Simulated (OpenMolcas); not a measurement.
V²⁺.

```yaml
Program: OpenMolcas 26.06
Method: CASSCF
Basis: ANO-R3 [7s5p5d3f2g1h]
Scalar_Hamiltonian: X2C, finite nucleus
Active_space: 3 electrons in 5 orbitals (3d)
State_averaging: 2S+1 = 4 even, 10 roots; 2S+1 = 2 even, 40 roots
Spin-orbit_coupling: RASSI with atomic mean-field integrals over the reference wave functions, term energies averaged over their components
```

Levels without dynamic correlation, in cm⁻¹ above 3d³ ⁴F_3/2:

| Level | E |
| --- | --- |
| 3d³ ⁴P_1/2 | 14888 |
| 3d³ ²G_7/2 | 15025 |
| 3d³ ²P_1/2 | 19838 |
| 3d³ ²H_9/2 | 19858 |
| 3d³ ²D_3/2(1) | 21545 |
| 3d³ ²F_7/2 | 34269 |

On this reference, MS-CASPT2, IPEA 0.25 Eh, imaginary shift 0.1 Eh (closed shells correlated: 3s 3p) puts 3d³ ⁴P_1/2 at 11820 cm⁻¹.

Problem. Estimate the other levels at that method by one scale factor, and say how well it serves.

Solution. The factor is 11820 / 14888 = 0.794. Scaled values beside those that MS-CASPT2 gives and measured ones (Sugar and Corliss, J. Phys. Chem. Ref. Data 7, 1191 (1978)):
```tsv
Level	Scaled	MS-CASPT2	Miss (%)	Measured
3d³ ²G_7/2	11930	11230	+6.2	11966
3d³ ²P_1/2	15751	14950	+5.4	15580
3d³ ²H_9/2	15767	16460	-4.2	16811
3d³ ²D_3/2(1)	17107	15860	+7.9	16330
3d³ ²F_7/2	27210	27510	-1.1	27728
```
For these levels the scaled values miss MS-CASPT2 by up to 7.9 %, as correlation changes each term by its own factor, spin-orbit parts do not scale and CASPT2 has its own spread within terms. This holds within one configuration; levels of others move differently, and the target method has errors of its own against measurement.

CASPT2 breaks the degeneracy within a term, and the mean is taken; among the terms shown or strongly mixed into the levels shown the widest spread is 980 cm-1 (3d³ ⁴F, MS-CASPT2). Without dynamic correlation excited terms often stand tens of per cent too high (terms of higher spin than the ground term too low), and those without a measured partner can miss by more than the paired ones (holds for CASSCF). Measured partners are found by configuration, term and J. A level has none where our copy of the source lacks it or the pairing is in doubt (some pairs that miss far off the trend of their configuration count as doubtful), and it then counts in no deviation. Only configurations of the active space appear.

A number in round brackets counts repeated terms of one configuration in the order of the reference energies.
